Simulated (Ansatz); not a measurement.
`ClBCCl` + H–F → `FCBCl` + HCl  (substitution at a C–Cl bond)

Gas-phase electronic energies from Ansatz, PBE0-D4/def2-TZVP geometries. CBS: MP2 limit from def2 TZ/QZ plus the TZ coupled-cluster correction, frozen cores. This one scheme is used for every species. DFT in def2-TZVPP. HSE06 is defined as in plane-wave codes. One conformer a species, not always the lowest.

(1) Is it downhill or uphill in electronic energy at CCSD(T)/CBS, and by how much? (An estimate is asked.)

(2) What do these levels give: revPBE-D4, B2PLYP, PBE-QIDH, BLYP, HSE06, CAM-B3LYP, MP2/def2-SVP, SCS-MP2/def2-TZVPP, CCSD(T)/def2-TZVPP, MP2/def2-QZVPP, SCS-MP2/def2-QZVPP, HF/CBS(def2)? (Best estimate.)

Largest T1 diagnostic among the species: 0.012.

Answers

(1) Ansatz gave: Uphill: ΔE = +35.6 kJ/mol.

(2) The calculation gave: revPBE-D4 31.8, B2PLYP 24.6, PBE-QIDH 32.4, BLYP 15.1, HSE06 25.6, CAM-B3LYP 13.0, MP2/def2-SVP 20.5, SCS-MP2/def2-TZVPP 33.4, CCSD(T)/def2-TZVPP 30.7, MP2/def2-QZVPP 44.2, SCS-MP2/def2-QZVPP 36.2, HF/CBS(def2) 10.6 kJ/mol.

At CCSD(T), def2-SVP lies −22.9 kJ/mol from the extrapolated value and def2-TZVPP −5.0 kJ/mol. Leaving LDA and LC-ωPBE aside and taking each functional with its dispersion term where it has one, the values, not all of them listed here, spread over 16.1 kJ/mol, from CAM-B3LYP-D4 to PBE-QIDH. In def2-TZVPP, CCSD(T) changes the Hartree–Fock value by +19.9 kJ/mol (the triples alone add +3.9 kJ/mol) and MP2 by +30.6 kJ/mol.
